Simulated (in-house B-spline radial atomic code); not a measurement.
## How G0W0 and RPA depend on the start: the technetium ion Tc²⁺

Configuration [Kr] 4d5, highest spin. Computed with an all-electron radial atomic-structure program (B-spline basis): all electrons, non-relativistic, point nucleus, each spin shell either full or empty, empty states to l = 9 with an (l + 1/2)⁻⁴ tail; G0W0 by contour deformation at full frequency.

Without relativity these are model numbers: it shifts the levels of so heavy an element strongly and can reorder them.

| start | mean-field 4d up (eV) | G0W0 (eV) | QP weight | RPA correlation (Eh) |
| --- | --- | --- | --- | --- |
| Hartree-Fock | -30.46 | -30.77 | 0.960 | -2.7825 |
| PBE0 | -25.900 | -30.41 | 0.924 | -2.9638 |
| r2SCAN | -24.470 | -30.18 | 0.855 | -2.9882 |
| HSE06 | -25.475 | -30.38 | 0.914 | -2.9704 |
| B3LYP (VWN-RPA) | -25.398 | ? | ? | ? |
| SCAN | -24.422 | -30.14 | 0.838 | -2.9863 |
| BHandHLYP | -27.368 | -30.56 | 0.941 | -2.9004 |
| CAM-B3LYP | -27.174 | ? | ? | ? |
| LC-wPBE | -28.692 | -30.65 | 0.949 | -2.9437 |
| wB97X | -28.058 | -30.54 | 0.948 | -2.9314 |
| r2SCAN0 | -26.168 | -30.40 | 0.931 | -2.9334 |
| LDA exchange-only | -23.151 | -30.55 | 0.859 | -3.0396 |

(1) What G0W0 level, weight and RPA correlation energy follow from the CAM-B3LYP start?

(2) What G0W0 level, weight and RPA correlation energy follow from the B3LYP (VWN-RPA) start?

(3) How much of the dependence on the start does G0W0 remove?

Results:

(1) G0W0 level -30.61 eV, weight 0.939, RPA correlation -2.9477 hartree.

(2) G0W0 level -30.42 eV, weight 0.914, RPA correlation -2.9797 hartree.

(3) The mean-field levels span 7.31 eV and the G0W0 levels 0.631 eV. Against 29.550 eV (NIST, semi-empirical) the G0W0 removal energies are off by +0.59 to +1.22 eV, with relativity, Breit and QED terms left out.
